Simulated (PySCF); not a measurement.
Excitations are Tamm–Dancoff values on a coarser integration grid. The basis has no diffuse functions, so Rydberg states are missing or too high.

Cartesian coordinates (Å):
SMILES: C[O][Sn]([CH3])([O]C)[CH3]
```xyz
19

C      1.7584    -1.7828     0.3721
O      0.8956    -0.9340     1.0851
Sn     0.0472     0.6216     0.1552
C      1.5141     1.8037    -0.8635
C     -1.2648     1.3976     1.6598
O     -0.9847    -0.1833    -1.3586
C     -1.9852    -1.1321    -1.0904
H      2.6444    -1.2569    -0.0437
H      2.1379    -2.5628     1.0564
H      1.2578    -2.2975    -0.4735
H      1.3352     2.8752    -0.6974
H      1.4359     1.5781    -1.9365
H      2.5180     1.5410    -0.5009
H     -0.9610     2.4103     1.9595
H     -2.2936     1.4248     1.2734
H     -1.2118     0.7232     2.5262
H     -2.8006    -0.7382    -0.4466
H     -1.5940    -2.0463    -0.5988
H     -2.4486    -1.4417    -2.0444
```
Charge 0, multiplicity 1.

Estimate the total energy, dipole moment, S1 excitation (TDA), HOMO–LUMO gap and S1 oscillator strength that r2SCAN-D4/def2-TZVP // r2SCAN-D4/def2-SVP in PySCF returns for this input.


| Item | Value |
|---|---|
| total energy | -524.4442 Ha |
| dipole moment | 1.79 D |
| S1 excitation (TDA) | 5.41 eV |
| HOMO–LUMO gap | 5.31 eV |
| S1 oscillator strength | 0.019 |
